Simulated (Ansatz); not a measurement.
Saddle point of SiNH6Br, singlet (SiNH₄Br ([NH2][SiH2][Br]) + H₂ → SiNH₅ ([NH2][SiH3]) + HBr; bonds formed: Si1–H7, Br2–H6; bonds broken: Si1–Br2, H6–H7), PBE0-D4/def2-TZVP structure:

Si1  (-0.222, -0.160, -0.347)
Br2  (0.619, 1.282, -2.477)
H3  (0.486, -1.234, -1.050)
H4  (-1.476, 0.551, -0.615)
N5  (-0.456, -0.797, 1.217)
H6  (0.982, 1.212, -0.545)
H7  (0.958, 0.983, 0.286)
H8  (-1.055, -0.363, 1.901)
H9  (0.165, -1.474, 1.631)
(Å)

Energies are electronic, without zero-point energy. Barriers and step energies count from the start structure reached by relaxing down the imaginary mode; all methods use the PBE0-D4 structures, on which another method's saddle can fall below an end. Program: Ansatz 0.2.0. Basis: def2-TZVPP, with def2-QZVPP for the basis limit. Cores are frozen in the correlated methods. Filled d shells of the heavier atoms are correlated. The def2 sets are not built for correlating such inner shells, so the correlated values are less sure here. B3LYP uses VWN-RPA correlation. Extrapolation: Hartree–Fock as exp(−7.88 √X), correlation as X^−2.97.

```tsv
method	barrier (kJ/mol)	step energy (kJ/mol)
SPW92	146.3	77.4
PBE-D4	175.8	86.2
BLYP-D4	190.7	84.0
r2SCAN-D4	?	91.3
B97M-V	202.1	81.4
PBE0-D4	188.2	87.0
B3LYP-D4	199.0	84.4
r2SCAN0-D4	196.1	91.0
BHLYP-D4	212.7	85.8
CAM-B3LYP-D4	?	80.5
wB97X-V	207.5	86.4
wB97M-V	203.1	89.2
B2PLYP	206.1	83.9
PBE-QIDH	201.9	88.9
RPA on PBE	214.2	78.7
HF	248.3	80.9
MP2	?	92.4
CCSD	217.6	80.3
CCSD(T)	211.9	82.6
```

(1) Fill in the withheld barriers. (Judge from chemistry; the value comes from the calculation.)

The T1 diagnostic stays at or below 0.010.

Results:

(1) Computed: MP2 212.2; CAM-B3LYP-D4 203.8; r2SCAN-D4 189.0 kJ/mol. Each is the energy of the saddle less that of the start structure, by the same method.

For comparison, the barrier by CCSD(T) at an estimated basis limit (MP2 extrapolated from triple and quadruple zeta, plus CCSD(T) − MP2 in triple zeta) is 208.2 kJ/mol.

Labels in which every atom is bracketed show which atoms are joined, not bond orders.

For scale, one of the runs: CCSD(T)/def2-TZVPP, 205 basis functions, launched by `ansatz run in.yaml --threads 4 --pin off --events-out ev --progress --plain --max-ram 9574MiB`. The run took 55 s on 4 CPU threads of an Arm Neoverse V2 (shared host), with 2.6 GiB of host memory at its peak.
